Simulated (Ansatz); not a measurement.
The molecule CdC, multiplicity 3 (lowest of 2S+1 = 1, 3 at CCSD(T)/def2-TZVPP on PBE0 minima; our sources give no spin for the ground state, which may be another). No spin–orbit coupling. The T1 diagnostic near the minimum is 0.046, so single-reference values are doubtful.

Seven points along R, fitted to fifth degree in 1/R; most abundant isotopes. Runs in def2 and cc sets follow the lowest solution found near the PBE0 minimum.

The values were computed with Ansatz (Gaussian orbitals). Values without a source in brackets are computed. In def2 rows elements past Kr take small-core potentials, without spin–orbit coupling.

Energies at r2SCAN/def2-TZVPP:

```tsv
R (Å)	E (hartree)
2.023567	-205.70899394
2.077964	-205.71088578
2.128009	-205.71163740
2.184582	-205.71160156
2.241155	-205.71085137
2.306431	-205.70934512
2.382587	-205.70701010
```

**Question.** With a reduced mass of 10.8563 u, find the minimum, the force constant and the constants.

**Answer.** A fifth-degree polynomial in 1/R puts the minimum at r_e = 2.1532 Å with force constant 114 N/m. Then ω_e = (1/2πc)√(k/μ) = 422 cm⁻¹ and B_e = h/(8π²cμr_e²) = 0.3349 cm⁻¹; the cubic and quartic terms give α_e = 0.0042 and ω_e x_e = 4.6 cm⁻¹.

Doubts at one or more of the structures used: a spin-contaminated determinant (r2SCAN/def2-TZVPP).

Ansatz is a program for electronic structure.
